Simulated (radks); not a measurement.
Excited configurations of As3+: one electron is placed in a higher orbital outside [Ar] 3d10 4s1. The ground configuration is [Ar] 3d10 4s2. Method: non-relativistic Kohn-Sham, TPSS, spin-polarised, spherical densities, point nucleus; open shells are filled with parallel spins first; meta-GGA in the generalised Kohn-Sham scheme; computed with a radial shooting solver on a logarithmic mesh with Libxc functionals. Excitation = E - E(ground); binding = E(ion) - E, where the ion is the core of charge +4; n* = 4/sqrt(2 binding) in atomic units, and the quantum defect is n - n*.

outer orbital  excitation (eV)  binding (eV)     n*  <r> (bohr)
4p                       9.332        39.752  2.340       1.992
5s                      26.451        22.633  3.101       3.717
5p                      29.963        19.122  3.374       4.185
5d                      35.300        13.785  3.974       5.373
6p                      37.557        11.527  4.346       7.074
6f                      42.428         6.656  5.719       11.10
7d                      42.799         6.285  5.885       12.67
7f                      44.167         4.917  6.654       15.64

The Delta-SCF ionisation energy is 49.084 eV (NIST Atomic Spectra Database: 50.2 eV, measured). Self-interaction in the functional shifts the binding energies and quantum defects, so they are the method's values and not measured ones.
